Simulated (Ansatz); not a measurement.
Mulliken charges of CH4FSeSi (`C[Si](F)[SeH]`) radical from r2SCAN/def2-TZVPP in Ansatz (PBE0-D4/def2-TZVP geometry).

| atom | x (Å) | y (Å) | z (Å) | charge (e) |
| --- | --- | --- | --- | --- |
| C1 | -0.142 | 1.199 | -0.398 | -0.311 |
| Si2 | 0.056 | -0.266 | 0.740 | 0.474 |
| F3 | 1.600 | -0.338 | 1.187 | -0.311 |
| Se4 | -0.542 | -2.129 | -0.429 | -0.193 |
| H5 | -1.175 | 1.279 | -0.742 | 0.089 |
| H6 | 0.127 | 2.120 | 0.122 | 0.087 |
| H7 | 0.515 | 1.088 | -1.267 | 0.092 |
| H8 | -0.347 | -3.011 | 0.729 | 0.072 |

Task: By hand: the dipole of these point charges (1 e Å = 4.8032 D).

Result: Σ q r = (-0.393, 0.199, 0.069) e Å, of length 0.446 e Å = 2.14 D.

Task: How does the dipole of the full density compare? (Estimate.)

Result: Computed: (-0.170, 0.193, -0.045) e Å, 1.25 D; the point charges give 1.71 times that, at 29° from its direction.

Point charges leave out the atoms' own dipoles, such as those of lone pairs, and Mulliken's split depends on the basis, so the two needn't agree.
